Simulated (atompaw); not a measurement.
An all-electron radial function and its pseudo partner (selenium (Se))

Columns: radius, all-electron u(r) and pseudo u(r) of the 3s shell (level -218.52 eV) of selenium in the configuration [Ne] 3s2 3p6 3d10 4s2 4p3.5; PBE, scalar-relativistic, PAW (atompaw) scheme, atompaw 4.2.0.5.

```csv
r (bohr),all-electron,pseudo
0.040,0.2949,0.2498
0.081,-0.4136,0.4991
0.121,-0.7796,0.7295
0.162,-0.7201,0.9465
0.202,-0.3961,1.1345
0.242,0.0320,1.2952
0.283,0.4683,1.4285
0.323,0.8330,1.5263
0.363,1.1141,1.5915
0.404,1.3126,1.6254
0.444,1.4271,1.6281
0.485,1.4771,1.6025
0.525,1.4747,1.5536
0.565,1.4346,1.4850
0.606,1.3665,1.3990
0.646,1.2829,1.3044
0.687,1.1871,1.2010
0.727,1.0893,1.0978
0.767,0.9913,0.9958
0.808,0.8935,0.8953
0.848,0.8025,0.8029
0.888,0.7172,0.7172
0.929,0.6362,0.6362
0.969,0.5639,0.5639
1.010,0.4966,0.4966
1.050,0.4374,0.4374
```

(1) How many radial nodes do the two functions have?

(2) At about which radius was the pseudo-wave matched?

(3) Where does each function peak?

(4) Is the pseudo-wave norm-conserving?

## Answers

(1) The all-electron 3s function has n − l − 1 = 2; the pseudo-wave has 0, since the states of the same l below it are removed with the core.

(2) 0.90 bohr. The columns agree to 0.0005 from 0.85 bohr on; several derivatives are matched, so the curves merge somewhat inside the radius.

(3) Outermost all-electron maximum near 0.48 bohr, pseudo maximum near 0.44 bohr (to the table’s step).

(4) No, it belongs to a PAW set: the norm inside the radius is not constrained, and the difference is carried by the augmentation charge.
